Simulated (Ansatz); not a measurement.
Cartesian coordinates in Å:
```
C -2.154 -0.520 0.099
C -0.971 0.004 0.271
N 0.101 0.525 0.471
Si 1.697 0.424 -0.116
F 1.897 -0.781 -1.123
F 2.636 0.153 1.123
H -2.455 -1.377 0.685
H -2.829 -0.105 -0.637
H 2.079 1.677 -0.773
```

The species carries charge 0 and has multiplicity 1.

**Question.** List the PBE0/def2-TZVPP orbital energies in eV (Ansatz). (Best estimate.)

**Answer.** Computed: Occupied: -1804.96, -674.30, -674.30, -392.21, -280.88, -278.39, -147.04, -101.75, -101.73, -101.66, -34.02, -33.50, -26.66, -21.52, -17.47, -15.21, -14.36, -14.04, -13.83, -13.25, -12.99, -12.71, -12.34, -11.50, -11.04, -10.23, -6.97. Lowest empty: -1.17, 0.56, 1.26, 1.56, 1.63, 2.54, 3.03, 3.30.
